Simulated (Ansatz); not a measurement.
Species: CHS$_{2}$, charge 1, singlet. A triplet may lie lower; no result for it is given here. CHS2+ (SMILES S=C=[SH+]).
B3LYP-D3(BJ)/def2-TZVP minimum from Ansatz (a quantum-chemistry and plane-wave program):
```xyz
4

S      1.5692    -0.3050     0.1177
C      0.0958    -0.0321     0.0255
S     -1.4865     0.3413    -0.1827
H     -1.8991    -0.3890     0.8868
```
Charge +1, spin multiplicity 1.

Hartree-Fock and CCSD(T) correlation energies in hartree (Ansatz). UHF or UKS for unpaired electrons; spin-orbit terms are left out. Cores are frozen in correlated methods. No relativity. The restricted determinant of CHS2+ (S=C=[SH+], singlet) is unstable towards broken spin symmetry in at least one set run.

```tsv
basis	X	E(HF)	E(corr, CCSD(T))
cc-pV(T+d)Z	3	-833.24248	-0.53997
cc-pV(Q+d)Z	4	-833.25198	-0.57246
cc-pV(5+d)Z	5	-833.25380	withheld
```

### Question
Fit E(corr) = E∞ + A/X³ to X = 3 and 4, predict X = 5, and compare with the run.

### Answer
A = (-0.53997 - (-0.57246))/(1/27 - 1/64) = 1.5174; E∞ = -0.57246 - A/64 = -0.59617; at X = 5, E∞ + A/125 = -0.58403. The run gave -0.58386, 0.17 mEh above the prediction. The same form on X = 4 and 5 gives E∞ = -0.59582, 0.35 mEh above the first estimate.
